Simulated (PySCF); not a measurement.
`C/N=C\COC(C)=S`. Structure optimised with GFN2-xTB, isolated species.

```
atom  x, y, z in Å
C1    -2.2812    0.5926    0.4414
N2    -2.3405   -0.6829   -0.1986
C3    -1.4023   -1.5110   -0.1822
C4    -0.0512   -1.3732    0.4900
O5     0.6412   -0.2757   -0.0967
C6     1.6771    0.2425    0.5439
C7     2.2965    1.3850   -0.1928
S8     2.2175   -0.2851    1.9885
H9    -1.4814    0.7089    1.1798
H10   -3.2487    0.7625    0.9149
H11   -2.1552    1.3493   -0.3345
H12   -1.5714   -2.4406   -0.7129
H13    0.5459   -2.2821    0.3626
H14   -0.1691   -1.1934    1.5686
H15    1.6344    2.2499   -0.1479
H16    3.2505    1.6433    0.2557
H17    2.4309    1.1220   -1.2404
```

Task: Which two atoms are farthest apart?

Result: H10···H16, 6.59 Å; the next longest distance is 6.39 Å.

Task: Give the dihedral angles S8–C6–C7–H16, H12–C3–C4–H13, H13–C4–O5–C6.

Result: S8–C6–C7–H16 12° (synperiplanar); H12–C3–C4–H13 -2° (synperiplanar); H13–C4–O5–C6 -76° (synclinal). Dihedral signs follow IUPAC: positive where, seen along the central bond, the front bond turns clockwise onto the rear one.

Task: Work out the bond lengths C1–H9, C1–H10, C1–H11, N2=C3, C3–C4, C4–O5, C4–H14, C6=S8 in bohr.

Result: For C1–H9 the difference vector is (0.7998, 0.1163, 0.7384) Å, of length 1.0947 Å. 1 bohr = 0.529177 Å. C1–H9 2.069; C1–H10 2.061; C1–H11 2.062; N2=C3 2.365; C3–C4 2.864; C4–O5 2.691; C4–H14 2.078; C6=S8 3.080 bohr.

Task: Where is the centre of mass (commonest isotopes), and what is the radius of gyration?

Result: Mass 131.040 u; centre at (0.385, -0.222, 0.567) Å; Rg = √(Σ m r²/M) = 2.231 Å. As Ia + Ib + Ic = 2 Σ m r², the three principal moments sum to 1304.2 u·Å².

Task: How far apart are these pairs, which share no bond: N2···H10, S8···H10, H10···H11, H13···H15?

Result: N2···H10 2.038 Å (2 bonds apart); S8···H10 5.668 Å (7 bonds apart); H10···H11 1.761 Å (2 bonds apart); H13···H15 4.689 Å (5 bonds apart).

Task: What is the repulsion energy of the bare nuclei, Σ ZA·ZB/RAB?

Result: 438.45 Eh over 136 pairs, with full nuclear charges and distances in bohr; the largest single term is 31.16 Eh (C6 with S8).

Task: What are the angles N2–C1–H9, O5–C4–H13, C3–C4–O5, C3–C4–H13, C6–C7–H16?

Result: From the scalar product of the two bond vectors; for N2–C1–H9 it is -0.6683 Å² over 1.4283 × 1.0947 Å², cos θ = -0.4274. N2–C1–H9 115.3°; O5–C4–H13 109.1°; C3–C4–O5 108.7°; C3–C4–H13 111.0°; C6–C7–H16 110.0°.

Task: How far are the heavy atoms from their best plane (unweighted least squares)?

Result: 0.580 Å rms; C1 0.94, N2 0.06, C3 0.54, C4 0.21, O5 0.55, C6 0.05, C7 0.49, S8 0.96 Å (magnitudes).

Task: Write the matrix of distances between heavy atoms (Å, lower triangle).

Result: 
```
C1    0.000
N2    1.428  0.000
C3    2.364  1.251  0.000
C4    2.973  2.488  1.515  0.000
O5    3.096  3.011  2.389  1.424  0.000
C6    3.975  4.189  3.617  2.367  1.324  0.000
C7    4.689  5.077  4.698  3.686  2.347  1.494  0.000
S8    4.838  5.071  4.395  2.929  2.614  1.630  2.748  0.000
```

GFN2-xTB frequencies: not computed here. The numbers are those of one conformer.
